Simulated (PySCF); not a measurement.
ZrCl₃, SMILES [Cl][Zr]([Cl])[Cl] (connectivity only; charge and spin as stated), neutral, multiplicity 2.

Geometry optimised at r2SCAN-D4/def2-SVP. The multiplicity is an assumed one; other spin states were not compared. The isomer is the one that the SMILES or the coordinates give; other isomers of the formula were not compared. The def2 effective core potentials stand for the cores of Zr; spin–orbit coupling is left out.

Computed with r2SCAN-D4/def2-SVP (PySCF).

Frequencies are harmonic and unscaled.

Modes within 1.5 cm⁻¹ of each other (mostly degenerate sets) share a row, with their intensities summed.

Estimate the vibrational spectrum. (Estimate from the structure and the level; the computed values follow.)


```json
[
 {"mode": "1", "ν (cm⁻¹)": "64", "IR (km/mol)": "7.6", "moving atoms (share of kinetic energy)": "Zr 54 %, Cl 46 %"},
 {"mode": "2–3", "ν (cm⁻¹)": "88", "IR (km/mol)": "3.7", "moving atoms (share of kinetic energy)": "Cl 86 %, Zr 14 %"},
 {"mode": "4", "ν (cm⁻¹)": "360", "IR (km/mol)": "0.0", "moving atoms (share of kinetic energy)": "Cl 100 %"},
 {"mode": "5–6", "ν (cm⁻¹)": "429", "IR (km/mol)": "210.2", "moving atoms (share of kinetic energy)": "Cl 60 %, Zr 40 %"}
]
```
